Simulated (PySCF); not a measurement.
# Atomic charges against the basis set

CH₃BCl₄Si.
Atom-mapped SMILES: `[Cl:1][B:2]([Cl:3])[SiH2:4][CH:5]([Cl:6])[Cl:7]` (hydrogens: H8, H9 on Si4; H10 on C5)

PBE0 throughout (PySCF), one geometry, spherical d and f functions. Isolated species at its PBE0-D3(BJ)/def2-SVP geometry (one conformer only). Atoms taken as equivalent share a column and are averaged.

Mulliken charges (e):

```csv
basis,functions,Cl1/Cl3,B2,Si4,C5,Cl6/Cl7,H8/H9,H10
STO-3G,58,-0.136,+0.159,+0.566,-0.174,-0.122,-0.084,+0.134
6-31G,89,-0.002,-0.198,+0.685,-0.856,+0.094,-0.059,+0.302
pcSseg-0,89,-0.136,+0.035,+0.725,-1.023,+0.053,+0.028,+0.373
6-31G*,124,-0.047,-0.029,+0.463,-0.584,+0.007,-0.025,+0.282
cc-pVDZ,133,-0.049,+0.002,+0.362,-0.314,-0.043,-0.006,+0.143
def2-SVP,133,-0.042,+0.039,+0.376,-0.239,-0.095,-0.024,+0.146
aug-cc-pVDZ,208,-0.261,+0.424,-0.216,-0.329,-0.065,+0.371,+0.032
"6-311+G(2d,p)",247,-0.149,+0.179,+0.261,-0.361,+0.027,-0.025,+0.215
def2-TZVP,265,-0.072,+0.166,+0.061,-0.062,-0.103,+0.011,+0.164
cc-pVTZ,272,-0.038,+0.036,+0.200,-0.126,-0.099,+0.005,+0.151
IGLO-III,320,-0.080,+0.085,+0.603,-0.460,+0.024,-0.133,+0.150
pcSseg-2,329,-0.110,+0.123,+0.502,-0.120,-0.112,-0.093,+0.125
```

IAO charges (e):

| basis | functions | Cl1/Cl3 | B2 | Si4 | C5 | Cl6/Cl7 | H8/H9 | H10 |
| --- | --- | --- | --- | --- | --- | --- | --- | --- |
| STO-3G | 58 | +0.007 | -0.172 | +0.645 | -0.388 | -0.043 | -0.087 | +0.163 |
| 6-31G | 89 | -0.004 | -0.109 | +0.493 | -0.380 | -0.052 | -0.048 | +0.203 |
| pcSseg-0 | 89 | -0.001 | -0.107 | +0.474 | -0.404 | -0.043 | -0.040 | +0.204 |
| 6-31G* | 124 | -0.019 | -0.092 | +0.595 | -0.372 | -0.057 | -0.084 | +0.189 |
| cc-pVDZ | 133 | -0.022 | -0.084 | +0.585 | -0.355 | -0.062 | -0.083 | +0.187 |
| def2-SVP | 133 | -0.016 | -0.090 | +0.595 | -0.360 | -0.057 | -0.090 | +0.181 |
| aug-cc-pVDZ | 208 | -0.025 | -0.081 | +0.589 | -0.351 | -0.066 | -0.082 | +0.190 |
| 6-311+G(2d,p) | 247 | -0.021 | -0.094 | +0.617 | -0.369 | -0.062 | -0.090 | +0.192 |
| def2-TZVP | 265 | -0.022 | -0.093 | +0.626 | -0.372 | -0.060 | -0.093 | +0.190 |
| cc-pVTZ | 272 | -0.024 | -0.086 | +0.612 | -0.366 | -0.062 | -0.089 | +0.191 |
| IGLO-III | 320 | -0.019 | -0.100 | +0.627 | -0.375 | -0.058 | -0.094 | +0.191 |
| pcSseg-2 | 329 | -0.021 | -0.094 | +0.622 | -0.373 | -0.060 | -0.092 | +0.191 |

Hirshfeld charges (e):

| basis | functions | Cl1/Cl3 | B2 | Si4 | C5 | Cl6/Cl7 | H8/H9 | H10 |
| --- | --- | --- | --- | --- | --- | --- | --- | --- |
| STO-3G | 58 | -0.130 | +0.218 | +0.338 | +0.098 | -0.160 | -0.058 | +0.044 |
| 6-31G | 89 | -0.039 | +0.081 | +0.207 | -0.042 | -0.059 | -0.054 | +0.058 |
| pcSseg-0 | 89 | -0.034 | +0.063 | +0.230 | -0.045 | -0.053 | -0.057 | +0.040 |
| 6-31G* | 124 | -0.048 | +0.098 | +0.215 | -0.033 | -0.063 | -0.059 | +0.060 |
| cc-pVDZ | 133 | -0.038 | +0.074 | +0.227 | -0.050 | -0.046 | -0.064 | +0.048 |
| def2-SVP | 133 | -0.030 | +0.065 | +0.224 | -0.054 | -0.041 | -0.068 | +0.044 |
| aug-cc-pVDZ | 208 | -0.037 | +0.076 | +0.224 | -0.079 | -0.034 | -0.064 | +0.047 |
| 6-311+G(2d,p) | 247 | -0.035 | +0.070 | +0.228 | -0.079 | -0.035 | -0.063 | +0.049 |
| def2-TZVP | 265 | -0.038 | +0.076 | +0.225 | -0.072 | -0.038 | -0.064 | +0.050 |
| cc-pVTZ | 272 | -0.039 | +0.078 | +0.226 | -0.068 | -0.040 | -0.064 | +0.050 |
| IGLO-III | 320 | -0.033 | +0.068 | +0.220 | -0.079 | -0.029 | -0.064 | +0.043 |
| pcSseg-2 | 329 | -0.038 | +0.078 | +0.228 | -0.076 | -0.036 | -0.065 | +0.048 |

ESP-fitted charges (e):

| basis | functions | Cl1/Cl3 | B2 | Si4 | C5 | Cl6/Cl7 | H8/H9 | H10 |
| --- | --- | --- | --- | --- | --- | --- | --- | --- |
| STO-3G | 58 | -0.199 | +0.442 | +0.121 | +0.093 | -0.168 | -0.013 | +0.105 |
| 6-31G | 89 | -0.131 | +0.286 | +0.164 | -0.226 | -0.082 | -0.016 | +0.234 |
| pcSseg-0 | 89 | -0.154 | +0.351 | +0.128 | -0.208 | -0.087 | -0.007 | +0.227 |
| 6-31G* | 124 | -0.069 | +0.118 | +0.286 | -0.431 | -0.021 | -0.035 | +0.278 |
| cc-pVDZ | 133 | -0.048 | +0.067 | +0.297 | -0.458 | -0.005 | -0.035 | +0.273 |
| def2-SVP | 133 | -0.043 | +0.063 | +0.283 | -0.418 | -0.009 | -0.040 | +0.258 |
| aug-cc-pVDZ | 208 | -0.054 | +0.078 | +0.295 | -0.477 | 0.000 | -0.034 | +0.281 |
| 6-311+G(2d,p) | 247 | -0.034 | +0.019 | +0.346 | -0.531 | +0.010 | -0.041 | +0.297 |
| def2-TZVP | 265 | -0.040 | +0.040 | +0.317 | -0.463 | -0.002 | -0.042 | +0.274 |
| cc-pVTZ | 272 | -0.044 | +0.052 | +0.311 | -0.449 | -0.006 | -0.041 | +0.270 |
| IGLO-III | 320 | -0.030 | +0.005 | +0.374 | -0.604 | +0.036 | -0.049 | +0.309 |
| pcSseg-2 | 329 | -0.059 | +0.086 | +0.316 | -0.421 | -0.020 | -0.044 | +0.265 |

Some averages cover members that differ in this geometry, most widely: H8/H9, Mulliken in aug-cc-pVDZ +0.308 to +0.433; Cl6/Cl7, Mulliken in 6-311+G(2d,p) -0.029 to +0.084 e.

Task: Which scheme is steadiest as the basis changes?

Result: Largest range over the bases for any column: IAO 0.17 e, Hirshfeld 0.18 e, ESP-fitted 0.70 e, Mulliken 0.96 e. IAO and Hirshfeld charges move least and Mulliken charges most, counted in e. Without the minimal STO-3G basis the ranges are IAO 0.15, Hirshfeld 0.05, ESP-fitted 0.40, Mulliken 0.96 e.

Task: How much do the charges still move between the two largest bases, IGLO-III and pcSseg-2?

Result: At most, over all atoms: Mulliken 0.340 e, IAO 0.006 e, Hirshfeld 0.011 e, ESP-fitted 0.183 e.

Task: What do the same runs give for the total energy, the frontier levels and the dipole moment?

Result: 
| basis | energy (Eh) | HOMO (eV) | LUMO (eV) | μ (D) |
| --- | --- | --- | --- | --- |
| STO-3G | -2170.2499 | -6.55 | -0.14 | 2.16 |
| 6-31G | -2194.1004 | -8.33 | -2.53 | 1.79 |
| pcSseg-0 | -2191.7135 | -8.44 | -2.73 | 1.79 |
| 6-31G* | -2194.2185 | -8.16 | -2.40 | 1.57 |
| cc-pVDZ | -2194.3397 | -8.08 | -2.29 | 1.44 |
| def2-SVP | -2193.6026 | -7.99 | -2.21 | 1.41 |
| aug-cc-pVDZ | -2194.3539 | -8.20 | -2.45 | 1.39 |
| 6-311+G(2d,p) | -2194.3948 | -8.20 | -2.50 | 1.42 |
| def2-TZVP | -2194.4048 | -8.14 | -2.43 | 1.36 |
| cc-pVTZ | -2194.4322 | -8.15 | -2.41 | 1.39 |
| IGLO-III | -2194.3900 | -8.08 | -2.39 | 1.23 |
| pcSseg-2 | -2194.4457 | -8.21 | -2.50 | 1.48 |

The dipole is fixed by the density alone, so its range of 0.93 D shows that the density itself changes with the basis, not only its division among atoms.
